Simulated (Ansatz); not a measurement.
Calculation: B3LYP-D3(BJ)/def2-TZVP in Ansatz (a quantum-chemistry and plane-wave program). No frequencies were computed at this level.

Ansatz 0.2 input:
```yaml
crystal:
  periodic: [false, false, false]
  atoms:
    - { symbol: B, position_ang: [1.729013, 0.391022, -0.629191] }
    - { symbol: N, position_ang: [0.569782, 0.131056, -0.242114] }
    - { symbol: C, position_ang: [-0.626106, -0.14543, 0.161519] }
    - { symbol: C, position_ang: [-1.745588, -0.391543, 0.527349] }
    - { symbol: H, position_ang: [2.785804, 0.632478, -0.97795] }
    - { symbol: H, position_ang: [-2.712907, -0.617585, 0.85577] }
basis:
  gaussian: { orbitals: def2-tzvp }
hamiltonian:
  xc: b3lyp
  dispersion: d3bj
relax:
  max_steps: 150
```

Output:

```
Functional definition: B3LYP
772 factors; their error is unknown
mean field evaluation 1: about -4263.4698 eV, gradient 6.5e1 eV
mean field evaluation 2: about -4238.3681 eV, gradient 1.1e2 eV
mean field evaluation 4: about -4272.4911 eV, gradient 5.0e0 eV
mean field evaluation 8: about -4272.5462 eV, gradient 6.4e-2 eV
mean field evaluation 16: about -4272.5544 eV, gradient 5.7e-5 eV
mean field -4272.55435910 eV, -157.0134766556 hartree, gradient 5.7e-5 eV, S^2 0.000000; 0 other end points of the search recorded, 0 dependent functions left out
reference -4272.55460666 eV, -157.0134857533 hartree; 13, 13 occupied and 123, 123 virtual orbitals, 772 factors
relax step   1: F+E_penalty+E_count = -4272.72248916 eV  Δ(F+E_penalty+E_count) = +0.000e0 eV  max|allowed force component| = 1.028e0 eV/Å  Δτ_max = 0.0000 Å  (29 SCF iters, accepted)
these checks for a lower state are left out or cut short: starts, cluster_reference, orbital_swaps, neighbouring_geometries, increment
772 factors; their error is unknown
mean field -4272.56932845 eV, -157.0140267690 hartree, gradient 1.0e-5 eV, S^2 0.000000; 0 other end points of the search recorded, 0 dependent functions left out
reference -4272.56957663 eV, -157.0140358895 hartree; 13, 13 occupied and 123, 123 virtual orbitals, 772 factors
relax step   2: F+E_penalty+E_count = -4272.73723804 eV  Δ(F+E_penalty+E_count) = -1.475e-2 eV  max|allowed force component| = 2.257e-1 eV/Å  Δτ_max = 0.0175 Å  (35 SCF iters, accepted)
these checks for a lower state are left out or cut short: starts, cluster_reference, orbital_swaps, neighbouring_geometries, increment
772 factors; their error is unknown
mean field -4272.57043132 eV, -157.0140672986 hartree, gradient 1.0e-5 eV, S^2 0.000000; 0 other end points of the search recorded, 0 dependent functions left out
reference -4272.57067970 eV, -157.0140764266 hartree; 13, 13 occupied and 123, 123 virtual orbitals, 772 factors
relax step   3: F+E_penalty+E_count = -4272.73826391 eV  Δ(F+E_penalty+E_count) = -1.026e-3 eV  max|allowed force component| = 2.836e-2 eV/Å  Δτ_max = 0.0064 Å  (36 SCF iters, accepted)
these checks for a lower state are left out or cut short: starts, cluster_reference, orbital_swaps, neighbouring_geometries, increment
772 factors; their error is unknown
mean field evaluation 32: about -4272.5624 eV, gradient 1.2e-4 eV
mean field -4272.57047432 eV, -157.0140688791 hartree, gradient 1.0e-5 eV, S^2 0.000000; 0 other end points of the search recorded, 0 dependent functions left out
reference -4272.57072272 eV, -157.0140780074 hartree; 13, 13 occupied and 123, 123 virtual orbitals, 772 factors
relax step   4: F+E_penalty+E_count = -4272.73830060 eV  Δ(F+E_penalty+E_count) = -3.669e-5 eV  max|allowed force component| = 2.725e-2 eV/Å  Δτ_max = 0.0006 Å  (36 SCF iters, accepted)
these checks for a lower state are left out or cut short: starts, cluster_reference, orbital_swaps, neighbouring_geometries, increment
772 factors; their error is unknown
mean field -4272.57062686 eV, -157.0140744847 hartree, gradient 1.0e-5 eV, S^2 0.000000; 0 other end points of the search recorded, 0 dependent functions left out
reference -4272.57087524 eV, -157.0140836126 hartree; 13, 13 occupied and 123, 123 virtual orbitals, 772 factors
relax step   5: F+E_penalty+E_count = -4272.73845457 eV  Δ(F+E_penalty+E_count) = -1.540e-4 eV  max|allowed force component| = 1.112e-3 eV/Å  Δτ_max = 0.0047 Å  (35 SCF iters, accepted)
772 factors; their error is unknown
mean field evaluation 64: about -4272.5706 eV, gradient 4.9e-3 eV
mean field -4272.57062686 eV, -157.0140744847 hartree, gradient 1.0e-5 eV, S^2 0.000000; 1 other end points of the search recorded, 0 dependent functions left out
reference -4272.57087524 eV, -157.0140836126 hartree; 13, 13 occupied and 123, 123 virtual orbitals, 772 factors
Total energy: -4272.73870295 eV, -157.0202511671 hartree
Atom 0 at     1.727588     0.391957    -0.626831 Å, force    -0.000012     0.000062     0.000066 eV/Å
Atom 1 at     0.572852     0.130097    -0.241915 Å, force     0.000222    -0.000139     0.000055 eV/Å
Atom 2 at    -0.629974    -0.142847     0.159200 Å, force    -0.001112     0.000042     0.000301 eV/Å
Atom 3 at    -1.747342    -0.396324     0.531829 Å, force     0.000929    -0.000337    -0.000188 eV/Å
Atom 4 at     2.807834     0.636926    -0.986862 Å, force     0.000041     0.000055    -0.000135 eV/Å
Atom 5 at    -2.730960    -0.619811     0.859961 Å, force    -0.000068     0.000316    -0.000098 eV/Å
Dipole moment:     0.254850     0.057709    -0.084913 e Å
```

Cost: around 19 core-seconds (rough).
